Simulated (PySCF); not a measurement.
UHF on Zn (zinc, neutral)

Configuration: [Ar] 3d10 4s1 5s1, high-spin 3S determinant (an excited configuration). Computed with PySCF 2.14 in dyall-av2z (16s12p7d2f, 101 functions), with the non-relativistic Hamiltonian (point nucleus).

| Item | Value |
| --- | --- |
| Total energy | -1777.632426 hartree |
| One-electron energy | -2478.0776 hartree |
| Hartree (Coulomb) energy | 770.0134 hartree |
| Exchange energy | -69.5682 hartree |
| Kinetic energy | 1777.62469 hartree |
| ⟨S²⟩ | 2.0009 |
| ⟨L²⟩ | 0.000 |
| Sum of ⟨r⟩ | 26.99 bohr |
| Sum of ⟨r²⟩ | 98.75 bohr² |
| Density at the nucleus (Gaussians lack the cusp) | 18200 bohr⁻³ |
| Spin density at the nucleus | 7.30 bohr⁻³ |
| Langevin diamagnetic susceptibility | -78.2 ×10⁻⁶ cm³/mol |

```csv
shell,electrons,mean orbital energy (hartree),"rms radius, mean of both spins (bohr)"
1s α,1,-353.50859,0.0591
1s β,1,-353.50445,0.0591
2s α,1,-44.56094,0.248
2s β,1,-44.55776,0.248
2p β,3,-39.12398,0.221
2p α,3,-39.12345,0.221
3s α,1,-5.84132,0.742
3s β,1,-5.83041,0.742
3p α,3,-4.04078,0.781
3p β,3,-4.04003,0.781
3d α,5,-0.98282,0.995
3d β,5,-0.98181,0.995
4s α,1,-0.48169,2.74
5s α,1,-0.09374,8.73
```

The outer electron is Rydberg-like, and this basis confines it to a smaller radius and binds it less than a complete one would.
